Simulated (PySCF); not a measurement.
Compound: C8H9F.
SMILES with atom numbers: `[CH2:1]=[C:2]1[CH:3]=[CH:4][C:5]([CH2:6][CH3:7])=[C:8]1[F:9]` (hydrogens: H10, H11 on C1; H12 on C3; H13 on C4; H14, H15 on C6; H16, H17, H18 on C7)

Structure used (GFN2-xTB), in Å, numbered top down from 1:
```xyz
18
C8H9F angstrom
C      3.050   -0.097    1.021
C      1.877    0.156    0.439
C      1.387    1.419   -0.111
C      0.153    1.219   -0.603
C     -0.245   -0.177   -0.412
C     -1.562   -0.745   -0.817
C     -2.688   -0.212    0.071
C      0.784   -0.787    0.205
F      0.859   -2.080    0.571
H      3.794    0.671    1.146
H      3.291   -1.083    1.385
H      1.954    2.330   -0.103
H     -0.479    1.946   -1.079
H     -1.521   -1.834   -0.744
H     -1.766   -0.476   -1.857
H     -2.512   -0.489    1.108
H     -2.743    0.872    0.011
H     -3.643   -0.627   -0.242
```

The closed-shell SCF was solved with PySCF and density fitting under several settings on one GFN2-xTB geometry (grid level 2 and gas phase unless stated).

```
                                                                                   settings  basis functions  SCF cycles     E (Eh)  HOMO (eV)  LUMO (eV)  dipole (D)
                                                                              PBE0/pcSseg-1              198          14  -409.5395      -6.16      -1.97        1.09
                                                                             PBE0/def2-SVPD              255          14  -409.3098      -6.18      -2.00        1.12
                                                                                  PBE0/MINI               54          13  -406.4305      -8.15      -4.04        0.72
LDA/6-31G, damping 0.1 at the start, DIIS from the seventh cycle, energy threshold 1e-08 Eh               99          28  -406.4474      -4.93      -2.65        1.12
               PBE0/def2-SVP, energy threshold 1e-06 Eh, fitting basis def2-universal-jkfit              171           8  -409.2899      -6.06      -1.87        1.03
                                               HSE06/IGLO-II, grid level 3, start guess sap              252          19  -409.7262      -5.72      -2.32        1.08
     PBE0/STO-3G, IEF-PCM tetrahydrofuran, grid level 4, fitting basis def2-universal-jkfit               54          10  -404.4308      -3.70       0.73        0.50
```

Q: Estimate the row for these settings: WP04/MINI, grid level 1, fitting basis def2-qzvpp-jkfit.

A: 
```json
{"settings": "WP04/MINI, grid level 1, fitting basis def2-qzvpp-jkfit", "basis functions": "54", "SCF cycles": "10", "E (Eh)": "-416.1041", "HOMO (eV)": "-9.88", "LUMO (eV)": "-6.77", "dipole (D)": "1.09"}
```

Q: Over all rows, what range does the HOMO–LUMO gap span?

A: From 2.28 eV (LDA/6-31G, damping 0.1 at the start, DIIS from the seventh cycle, energy threshold 1e-08 Eh) to 4.43 eV (PBE0/STO-3G, IEF-PCM tetrahydrofuran, grid level 4, fitting basis def2-universal-jkfit). The functional of the narrowest has no exact exchange, that of the widest 25 % exact exchange.

Q: Compare two rows with the functional PBE0: PBE0/MINI and PBE0/pcSseg-1. Which energy is lower, and by how much?

A: PBE0/pcSseg-1 (198 functions) lies 3.1090 Eh or 1951 kcal/mol below PBE0/MINI (54 functions).

Cycle counts include a coarse-grid stage where the run had one. WP04 was designed for NMR shieldings or shifts; total energies of different functionals aren't comparable. The structure is a single GFN2-xTB conformer; no vibrational corrections.
